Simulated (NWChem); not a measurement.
Molecule: InClF₂; SMILES [F][In]([Cl])[F]

All runs: NWChem. All runs use the structure optimised with PBE0/def2-SVP. def2 effective core potentials on In; no spin-orbit coupling.

For level B3PW91/def2-SVP:

```
Property                     Result
---------------------------  ------
highest occupied level (eV)   -9.42
orbital gap (eV)               6.00
```

Task: How do the values read with level PBE/def2-SVP instead?

Result: 
| Property | Result |
|---|---|
| highest occupied level (eV) | -8.12 |
| orbital gap (eV) | 4.07 |
